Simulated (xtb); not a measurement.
xtb input (GFN1-xTB):

```bash
xtb mol.xyz --gfn 1 --sp --chrg -1 --uhf 0
```
mol.xyz:
```
13

C     -2.12108067     1.55816408     0.28338109
Si    -0.92849401     0.50639358     1.03782224
C     -1.41964995    -1.32642794     1.16750291
Si     1.30483335     0.25142672     0.09207551
Cl     1.24761023    -0.75670470    -1.80771609
H     -2.51100401     1.28901233    -0.69752224
H     -2.02800304     2.63437150     0.41949267
H     -0.50138672     0.97180221     2.40568434
H     -1.57781975    -1.73759169     0.16700605
H     -0.64562765    -1.92513213     1.65613327
H     -2.35378501    -1.42547471     1.72622702
H      1.96411004     1.55123730    -0.25728281
H      2.41977505    -0.49414613     0.78756287
```

End of the output:

```
         :::::::::::::::::::::::::::::::::::::::::::::::::::::
         ::                     SUMMARY                     ::
         :::::::::::::::::::::::::::::::::::::::::::::::::::::
         :: total energy             -16.760330846952 Eh    ::
         :: gradient norm              0.048426092671 Eh/a0 ::
         :: HOMO-LUMO gap              2.745069072012 eV    ::
         ::.................................................::
         :: SCC energy               -16.905904820033 Eh    ::
         :: -> electrostatic           0.091536684783 Eh    ::
         :: repulsion energy           0.151188086414 Eh    ::
         :: dispersion energy         -0.005614113332 Eh    ::
         :: halogen bond corr.         0.000000000000 Eh    ::
         :: add. restraining           0.000000000000 Eh    ::
         :: total charge              -1.000000000000 e     ::
         :::::::::::::::::::::::::::::::::::::::::::::::::::::

           -------------------------------------------------
          |                Property Printout                |
           -------------------------------------------------

    * Orbital Energies and Occupations

         #    Occupation            Energy/Eh            Energy/eV
      -------------------------------------------------------------
         1        2.0000           -0.7529138             -20.4878
       ...           ...                  ...                  ...
         4        2.0000           -0.4124218             -11.2226
         5        2.0000           -0.3720504             -10.1240
         6        2.0000           -0.3546164              -9.6496
         7        2.0000           -0.3530065              -9.6058
         8        2.0000           -0.3454071              -9.3990
         9        2.0000           -0.3441912              -9.3659
        10        2.0000           -0.3363685              -9.1531
        11        2.0000           -0.3126231              -8.5069
        12        2.0000           -0.3072472              -8.3606
        13        2.0000           -0.2758438              -7.5061
        14        2.0000           -0.2600860              -7.0773
        15        2.0000           -0.2457557              -6.6874
        16        2.0000           -0.1744001              -4.7457 (HOMO)
        17                         -0.0735206              -2.0006 (LUMO)
Note: The following floating-point exceptions are signalling: IEEE_DENORMAL
normal termination of xtb
        18                         -0.0493290              -1.3423
        19                          0.0023504               0.0640
        20                          0.0143489               0.3905
        21                          0.0494816               1.3465
        22                          0.0511640               1.3922
        23                          0.0696774               1.8960
        24                          0.0862287               2.3464
        25                          0.0917132               2.4956
        26                          0.0942073               2.5635
        27                          0.0971731               2.6442
       ...                                ...                  ...
        51                          1.6244975              44.2048
      -------------------------------------------------------------
                  HL-Gap            0.1008794 Eh            2.7451 eV
             Fermi-level           -0.1239604 Eh           -3.3731 eV

  Mulliken/CM5 charges         n(s)   n(p)   n(d)
     1C    -0.40194 -0.45111   1.015  3.387  0.000
     2Si   -0.04524 -0.23627   1.209  2.106  0.730
     3C    -0.17301 -0.28178   0.999  3.174  0.000
     4Si    0.14295 -0.04706   1.307  1.934  0.616
     5Cl   -0.26196 -0.23021   1.907  5.361 -0.005
     6H     0.01110  0.06614   0.989  0.000  0.000
     7H     0.00710  0.06207   0.993  0.000  0.000
     8H    -0.10755 -0.02882   1.108  0.000  0.000
     9H     0.02250  0.07737   0.978  0.000  0.000
    10H     0.00933  0.06368   0.991  0.000  0.000
    11H     0.01007  0.06426   0.990  0.000  0.000
    12H    -0.10310 -0.02431   1.103  0.000  0.000
    13H    -0.11025 -0.03396   1.110  0.000  0.000

Wiberg/Mayer (AO) data.
largest (>0.10) Wiberg bond orders for each atom

 ---------------------------------------------------------------------------
     #   Z sym  total        # sym  WBO       # sym  WBO       # sym  WBO
 ---------------------------------------------------------------------------
     1   6 C    3.753 --     2 Si   1.691     7 H    0.936     6 H    0.934
                             4 Si   0.131
     2  14 Si   4.814 --     1 C    1.691     3 C    0.973     4 Si   0.939
                             8 H    0.907
     3   6 C    3.934 --     2 Si   0.973    10 H    0.957    11 H    0.957
                             9 H    0.953
     4  14 Si   4.233 --     5 Cl   1.187     2 Si   0.939    12 H    0.937
                            13 H    0.932     1 C    0.131
     5  17 Cl   1.238 --     4 Si   1.187
     6   1 H    1.003 --     1 C    0.934
     7   1 H    1.004 --     1 C    0.936
     8   1 H    0.986 --     2 Si   0.907
     9   1 H    1.004 --     3 C    0.953
    10   1 H    1.005 --     3 C    0.957
    11   1 H    1.008 --     3 C    0.957
    12   1 H    0.991 --     4 Si   0.937
    13   1 H    0.990 --     4 Si   0.932
 ---------------------------------------------------------------------------

Topologies differ in total number of bonds
Writing topology from bond orders to xtbtopo.mol

 dipole moment from electron density (au)
     X       Y       Z
   1.2756  -1.1974  -0.1958  total (Debye):    4.475

           -------------------------------------------------
          | TOTAL ENERGY              -16.760330846952 Eh   |
          | GRADIENT NORM               0.048426092671 Eh/α |
          | HOMO-LUMO GAP               2.745069072012 eV   |
           -------------------------------------------------

------------------------------------------------------------------------
------------------------------------------------------------------------
 total:
 SCF:
```

It need not be the lowest isomer of its formula. Whether it binds its extra electron was not tested at this geometry.
